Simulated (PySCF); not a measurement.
## Assignment exercise: C5H11NOSi

Bonds (- single, = double, # triple, : aromatic): C1-C2, C2-C3, C2-C4, C2-O5, O5-Si6, Si6-C7, C7#N8. C1 carries H9, H10, H11; C3 carries H12, H13, H14; C4 carries H15, H16, H17; Si6 carries H18, H19.

PySCF 2.14.0 with density-fitted response routines calculation with shielding tensors at PBE0/pcSseg-1 (GIAO) and GFN2-xTB geometry; relativity neglected, one computed conformer, in vacuum, equivalent nuclei averaged.

Referencing at the same level of theory: ¹³C (σ = 186.93 ppm), ¹H (σ = 31.72 ppm) against TMS.

**Question.** Assign these signals to the numbered atoms. ¹³C{¹H} NMR (computed): δ 127.6 (C), 75.0 (C), 32.3 (CH3).

**Answer.** 
| δ (ppm) | atoms | environment | reason |
| --- | --- | --- | --- |
| 127.6 | C7 | nitrile carbon | this is the usual window of a C≡N carbon, which has no attached hydrogen |
| 75.0 | C2 | fully substituted sp3 carbon bonded to O | deshielded by the electronegative neighbour |
| 32.3 | C1/C3/C4 | methyl carbon | a saturated carbon with 1 carbon neighbour and no heteroatom attached |

**Question.** Assign these signals to the numbered atoms. ¹H NMR (400 MHz, computed): δ 4.94 (s, 2H), 1.48 (s, 9H).

**Answer.** 
4.94 → H18/H19, hydrogen on a silicon bonded to C, O
1.48 → H9/H10/H11/H12/H13/H14/H15/H16/H17, hydrogen on a methyl carbon

Shifts are as computed. Against solution values, carbons near 30 ppm lie about +3 ppm off and those near 130 ppm about +5 ppm. Of 1211 compounds with measured shifts, 218 miss one by over three times the rms of a fit or turn the order of signals round; such compounds aren't used in these exercises. No couplings were computed; multiplicities are counted from neighbouring protons, with m where these are inequivalent, close in shift, in a saturated or five-membered ring or joined by F or P, and br s for small geminal =CH2 splittings.
